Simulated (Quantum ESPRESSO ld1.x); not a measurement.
Excited configurations of Si2+: one electron is placed in a higher orbital outside [Ne] 3s1. The ground configuration is [Ne] 3s2. Method: scalar-relativistic Kohn-Sham, LDA (Slater exchange, VWN5 correlation), spin-polarised, spherical densities, point nucleus; open shells are filled with parallel spins first; computed with ld1.x of Quantum ESPRESSO 7.5. Excitation = E - E(ground); binding = E(ion) - E, where the ion is the core of charge +3; n* = 3/sqrt(2 binding) in atomic units, and the quantum defect is n - n*.

outer orbital	excitation (eV)	binding (eV)	quantum defect	<r> (bohr)
4s	18.818	14.775	1.121	4.271
4d	24.478	9.115	0.335	5.922
5s	25.305	8.287	1.156	7.598
5d	27.840	5.752	0.386	9.967
7s	29.898	3.694	1.243	17.12
7p	30.221	3.372	0.974	18.47
7d	30.700	2.892	0.493	20.95

The Delta-SCF ionisation energy is 33.593 eV (NIST Atomic Spectra Database: 33.493 eV, measured). Self-interaction in the functional shifts the binding energies and quantum defects, so they are the method's values and not measured ones.
